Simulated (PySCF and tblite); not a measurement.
The numbers below are computed, except where a source is named.
C6H12Ge, numbered as in [GeH3:1][C@@H:2]1[C@H:3]2[CH2:4][CH2:5][CH2:6][C@@H:7]12.

The ensemble was built from 60 distance-geometry starts (ETKDG and KDG, UFF, GFN2-xTB) and rests on GFN2-xTB geometries. Energies: PBE0-D3(BJ)/def2-SVP (IEF-PCM, dichloromethane), with GFN2-xTB thermal terms (modes under about 100 cm⁻¹ blended into free rotors). Symmetry numbers and mirror images are counted. Conformers within 3 kcal/mol (GFN2-xTB free energy) were kept, 5 at most. Couplings: B3LYP/6-31G* with pcJ-1 on H (gas phase; spin-dipole term only for pairs with B, N, F, Si or P). Couplings are for ¹H. H–H couplings come out 0.1 to 0.9 Hz lower than with pcJ-1 on all atoms. Of two unlike H on one atom, a is the less shielded (mPW1PW91/pcSseg-1 (IEF-PCM, dichloromethane)). Programs: PySCF with density fitting and tblite.

The 5-ring runs over atoms 3–4–5–6–7.

| conformer | shape | weight % |
| --- | --- | --- |
| 1 | 5-ring envelope (ring torsions 27, -27, 17, 0, -17°) | 99.8 |
| 2 | 5-ring envelope (ring torsions -28, 28, -17, 0, 17°) | 0.2 |

(1) Give the couplings in each conformer and the averages at 298.15 K (pairs that fast motion interchanges averaged).

Spin–orbit effects of the heavy atoms on shieldings are missing.

Answers

(1) 
```csv
coupling,pairs,1,2,average (Hz)
"²J(H1,H1)",3,5.1,5.0,5.1
"³J(H1,H2)",3,1.6,1.6,1.6
"³J(H2,H3)",2,4.5,4.5,4.5
"³J(H3,H4b)",2,0.4,2.1,0.4
"³J(H3,H4a)",2,5.5,7.9,5.5
"³J(H3,H7)",1,6.9,8.1,6.9
"²J(H4b,H4a)",2,-13.0,-13.7,-13.0
"³J(H4b,H5b)",2,9.4,8.0,9.4
"³J(H4b,H5a)",2,0.3,11.6,0.4
"³J(H4a,H5b)",2,10.9,0.3,10.9
"³J(H4a,H5a)",2,9.7,10.6,9.7
"²J(H5b,H5a)",1,-14.1,-12.8,-14.1
```
